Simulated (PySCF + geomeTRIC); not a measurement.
A geometry relaxed with B3LYP-D3(BJ)/def2-TZVP run with PySCF + geomeTRIC, charge 0, multiplicity 1:

```xyz
12

S      0.3754     1.8368    -0.8561
C      1.1593    -0.6450     0.1550
H      2.0895    -0.5253    -0.3988
C     -1.3180    -0.1193     0.1937
H      0.4728     2.2000     0.4349
H      1.3078    -0.2401     1.1586
C      0.0039     0.0626    -0.5430
H      0.9467    -1.7130     0.2534
H     -2.1355     0.3711    -0.3329
H     -1.2592     0.3049     1.1986
H     -1.5544    -1.1823     0.2927
H     -0.0960    -0.3333    -1.5570
```

Problem. Write the SMILES of this molecule.

Solution. `CC(C)S`
